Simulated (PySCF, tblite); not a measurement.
C3H8Si.
Atom-mapped SMILES: `[CH3:1][C@H:2]1[CH2:3][SiH2:4]1` (hydrogens: H5, H6, H7 on C1; H8 on C2; H9, H10 on C3; H11, H12 on Si4)

Computed with GFN2-xTB (tblite), gas phase: Langevin dynamics at 300 K from the optimised GFN2-xTB geometry, time step 0.5 fs, friction 0.01 fs⁻¹, 2000 steps. Over the second half of the run the saved frames average 298 K.

Frame at 250 fs, instantaneous temperature 318 K:
```
atom  x, y, z in Å
C1      0.792   -0.630    0.382
C2     -0.534    0.035    0.895
C3     -0.815    1.418    0.457
Si4    -2.143    0.133    0.009
H5      1.689   -0.180    0.833
H6      0.823   -0.547   -0.731
H7      0.857   -1.734    0.567
H8     -0.608    0.005    1.955
H9     -1.053    2.164    1.257
H10    -0.291    1.833   -0.428
H11    -3.417   -0.241    0.582
H12    -2.052   -0.200   -1.459
```

Frame at 425 fs, instantaneous temperature 353 K:
```
atom  x, y, z in Å
C1      0.729   -0.499    0.716
C2     -0.737   -0.574    1.190
C3     -1.403    0.765    1.406
Si4    -2.249   -0.206    0.083
H5      1.460   -0.003    1.465
H6      0.739    0.052   -0.277
H7      1.140   -1.508    0.521
H8     -0.862   -1.163    2.088
H9     -2.056    0.975    2.235
H10    -0.690    1.615    1.240
H11    -3.373   -0.940    0.573
H12    -2.462   -0.087   -1.305
```

Frame at 625 fs, instantaneous temperature 251 K:
```
atom  x, y, z in Å
C1      0.760   -0.927    0.923
C2     -0.684   -0.908    1.452
C3     -1.326    0.411    1.398
Si4    -2.227   -0.721    0.242
H5      1.376   -0.203    1.438
H6      0.719   -0.641   -0.197
H7      1.153   -1.922    1.004
H8     -0.815   -1.516    2.324
H9     -1.687    0.734    2.373
H10    -0.860    1.310    0.915
H11    -3.398   -1.361    0.788
H12    -2.089   -0.396   -1.086
```

Frame at 800 fs, instantaneous temperature 454 K:
```
atom  x, y, z in Å
C1      0.720   -0.586    0.072
C2     -0.498   -0.613    0.983
C3     -1.260    0.724    1.262
Si4    -2.342   -0.688    0.614
H5      1.158   -1.552    0.185
H6      1.494    0.140    0.363
H7      0.433   -0.437   -0.963
H8     -0.280   -1.152    1.913
H9     -1.342    1.035    2.256
H10    -1.045    1.551    0.489
H11    -3.232   -1.296    1.616
H12    -2.639   -0.630   -0.757
```

Frame at 1000 fs, instantaneous temperature 269 K:
```
atom  x, y, z in Å
C1      0.651   -1.318    0.549
C2     -0.350   -0.621    1.396
C3     -1.132    0.565    0.916
Si4    -2.132   -1.036    0.986
H5      0.679   -2.420    0.741
H6      1.614   -0.848    0.548
H7      0.295   -1.207   -0.478
H8     -0.145   -0.515    2.450
H9     -1.266    1.420    1.561
H10    -0.880    1.000   -0.052
H11    -3.203   -1.226    1.948
H12    -2.276   -1.660   -0.335
```

**Question.** What do single points at PBE0/pcSseg-1 (PySCF, gas phase) give on these frames?

**Answer.** 
```json
{"t (fs)": "250", "GFN2-xTB E above start (eV)": "0.39", "DFT E above lowest frame (eV)": "0.05", "HOMO (eV)": "-6.58", "LUMO (eV)": "0.31", "dipole (D)": "0.44"}
{"t (fs)": "425", "GFN2-xTB E above start (eV)": "0.53", "DFT E above lowest frame (eV)": "0.33", "HOMO (eV)": "-6.74", "LUMO (eV)": "0.27", "dipole (D)": "0.41"}
{"t (fs)": "625", "GFN2-xTB E above start (eV)": "0.49", "DFT E above lowest frame (eV)": "0.35", "HOMO (eV)": "-6.31", "LUMO (eV)": "0.21", "dipole (D)": "0.20"}
{"t (fs)": "800", "GFN2-xTB E above start (eV)": "0.31", "DFT E above lowest frame (eV)": "0.08", "HOMO (eV)": "-6.68", "LUMO (eV)": "0.37", "dipole (D)": "0.31"}
{"t (fs)": "1000", "GFN2-xTB E above start (eV)": "0.28", "DFT E above lowest frame (eV)": "0.00", "HOMO (eV)": "-6.46", "LUMO (eV)": "0.40", "dipole (D)": "0.23"}
```

The two levels order the frames alike by energy but for pairs within 0.08 eV at one level; measured from each level's lowest frame they differ by 0.14 eV at most. The HOMO–LUMO gap runs from 6.52 to 7.05 eV. These are instantaneous structures, not minima.

**Question.** And the isotropic GIAO shieldings (ppm) from the same runs?

**Answer.** 
```csv
atom,250 fs,425 fs,625 fs,800 fs,1000 fs,mean,range
C1,158.8,156.4,158.5,169.4,165.1,161.6,13.0
C2,181.1,178.1,173.2,181.3,183.9,179.5,10.7
C3,177.6,180.3,182.8,183.8,180.0,180.9,6.2
Si4,500.5,490.2,520.5,488.8,504.0,500.8,31.7
H5,29.6,28.4,30.2,30.3,29.1,29.5,1.9
H6,30.5,29.6,29.4,29.9,30.3,29.9,1.1
H7,29.2,29.1,29.9,30.9,31.3,30.1,2.2
H8,31.2,30.7,30.9,30.7,30.8,30.9,0.5
H9,29.4,30.7,30.2,31.7,30.7,30.5,2.3
H10,30.7,30.1,30.3,30.2,31.1,30.5,1.0
H11,29.1,29.8,29.6,28.8,29.1,29.3,1.0
H12,28.9,29.4,30.9,29.9,29.6,29.7,2.0
```

What follows is the cost of the whole dynamics run. On one thread, AMD EPYC 7R13 (x86_64) (shared host), this took 6.9 s and 0.18 GiB of memory at its peak.
